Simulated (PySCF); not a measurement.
C3H9NSi2, SMILES N1[SiH2]C(=C[SiH2]1)C. Atoms are numbered in the order given.

```xyz
15

C      0.6792    -2.5640     0.0000
C      0.3973    -1.0863     0.0000
C      1.3505    -0.1269     0.0000
Si     0.7366     1.6454     0.0000
N     -0.9788     1.3102     0.0000
Si    -1.3625    -0.3897     0.0000
H      1.7598    -2.7773     0.0000
H      0.2310    -3.0520     0.8832
H      0.2310    -3.0520    -0.8832
H      2.4135    -0.4074     0.0000
H      1.1928     2.4190    -1.1970
H      1.1928     2.4190     1.1970
H     -1.6850     2.0381     0.0000
H     -2.1413    -0.8374     1.1975
H     -2.1413    -0.8374    -1.1975
```

Geometry optimised at B3LYP-D3(BJ)/def2-SVP. This is a generated structure with no PubChem entry under its InChIKey; it may be hypothetical.

Calculation: SMD-M06-2X/def2-SVP in PySCF.

Solvation free energies are E(SMD) − E(gas) at the gas-phase geometry, for 1 M in both phases. In vacuum the dipole moment is 0.35 D.

Question: Estimate the solvation free energies in water, toluene, chloroform. (An estimate is asked for; the answer gives what the named calculation found.)

Answer: 
```
solvent     ΔG(solv) (kcal/mol)  its non-electrostatic (CDS) part  dipole (D)
----------  -------------------  --------------------------------  ----------
water                       1.7                               4.8        0.52
toluene                    -2.1                              -0.7        0.43
chloroform                 -2.9                              -0.7        0.47
```
